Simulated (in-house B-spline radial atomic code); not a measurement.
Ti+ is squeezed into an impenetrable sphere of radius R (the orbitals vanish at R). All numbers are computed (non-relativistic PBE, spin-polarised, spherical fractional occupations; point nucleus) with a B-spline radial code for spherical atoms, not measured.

Energies in eV above the free ion in [Ar] 3d2 4s1:

```json
{"R (bohr)": "8.6", "highest level (eV)": "-10.8", "[Ar] 3d2 4s1": "0.01362", "[Ne] 3s2 3p5 3d2 4s1 4f1": "49.85", "[Ar] 3d2 4d1": "8.981", "-dE/dV in [Ar] 3d2 4s1 (GPa)": "0.023"}
{"R (bohr)": "6.11", "highest level (eV)": "-10.2", "[Ar] 3d2 4s1": "0.4168", "[Ne] 3s2 3p5 3d2 4s1 4f1": "53.62", "[Ar] 3d2 4d1": "12.09", "-dE/dV in [Ar] 3d2 4s1 (GPa)": "1.25"}
{"R (bohr)": "4.73", "highest level (eV)": "-7.92", "[Ar] 3d2 4s1": "2.473", "[Ne] 3s2 3p5 3d2 4s1 4f1": "60.82", "[Ar] 3d2 4d1": "18.55", "-dE/dV in [Ar] 3d2 4s1 (GPa)": "12.3"}
{"R (bohr)": "4.27", "highest level (eV)": "-5.86", "[Ar] 3d2 4s1": "4.503", "[Ne] 3s2 3p5 3d2 4s1 4f1": "65.89", "[Ar] 3d2 4d1": "23", "-dE/dV in [Ar] 3d2 4s1 (GPa)": "28"}
{"R (bohr)": "3.71", "highest level (eV)": "-1.06", "[Ar] 3d2 4s1": "9.587", "[Ne] 3s2 3p5 3d2 4s1 4f1": "76.42", "[Ar] 3d2 4d1": "31.91", "-dE/dV in [Ar] 3d2 4s1 (GPa)": "83.3"}
{"R (bohr)": "2.92", "highest level (eV)": "16.7", "[Ar] 3d2 4s1": "31.25", "[Ne] 3s2 3p5 3d2 4s1 4f1": "111.8", "[Ar] 3d2 4d1": "60.43", "-dE/dV in [Ar] 3d2 4s1 (GPa)": "516"}
{"R (bohr)": "2.49", "highest level (eV)": "40.9", "[Ar] 3d2 4s1": "66.29", "[Ne] 3s2 3p5 3d2 4s1 4f1": "160.1", "[Ar] 3d2 4d1": "98.65", "-dE/dV in [Ar] 3d2 4s1 (GPa)": "1720"}
{"R (bohr)": "2.27", "highest level (eV)": "62.6", "[Ar] 3d2 4s1": "101.8", "[Ne] 3s2 3p5 3d2 4s1 4f1": "205.1", "[Ar] 3d2 4d1": "134.6", "-dE/dV in [Ar] 3d2 4s1 (GPa)": "3440"}
{"R (bohr)": "1.86", "highest level (eV)": "138", "[Ar] 3d2 4s1": "249.2", "[Ne] 3s2 3p5 3d2 4s1 4f1": "378.4", "[Ar] 3d2 4d1": "275.8", "-dE/dV in [Ar] 3d2 4s1 (GPa)": "14600"}
{"R (bohr)": "1.38", "highest level (eV)": "381", "[Ar] 3d2 4s1": "859.9", "[Ne] 3s2 3p5 3d2 4s1 4f1": "1043", "[Ar] 3d2 4d1": "838.1", "-dE/dV in [Ar] 3d2 4s1 (GPa)": "110000"}
```

Problem. Does [Ne] 3s2 3p5 3d2 4s1 4f1 fall below [Ar] 3d2 4s1 under compression?

Solution. No, it stays above over the whole range.

Problem. Does [Ar] 3d2 4d1 fall below [Ar] 3d2 4s1 under compression?

Solution. Yes, between R = 1.86 and 1.38 bohr the order changes (near 1.6 bohr by linear interpolation).

The highest level is first positive in the row R = 2.92 bohr, pushed up by confinement above the zero of the free ion's potential. Each configuration is held fixed and needn't be the lowest in the sphere.
